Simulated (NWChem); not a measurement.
System: RbF; SMILES [F][Rb]

```xyz
2

Rb     0.0000     0.0000    -0.5000
F      0.0000     0.0000     1.8393
```
Atoms are numbered in this order, from 1.

All runs: NWChem. Structure relaxed at the PBE0-D3(BJ)/def2-TZVP level. def2 effective core potentials on Rb; no spin-orbit coupling. B3LYP is NWChem's, with the RPA form of VWN correlation. Vertical excitations in the gas phase; the lowest state need not have the same character in each row.

```csv
level,"lowest excitation, singlet (eV)","lowest state with f > 0.02, singlet (eV)",lowest triplet (eV),orbital gap (eV)
"PBE/def2-SVPD, TDA",2.99,3.09,2.81,2.95
"B3LYP/def2-SVPD, TDA",3.92,3.98,3.84,4.65
"LDA (Slater exchange, VWN5)/def2-SVPD, TDA",3.29,3.38,3.19,3.25
"LRC-wPBEh/def2-SVPD, TDA",4.63,4.63,4.51,7.85
```
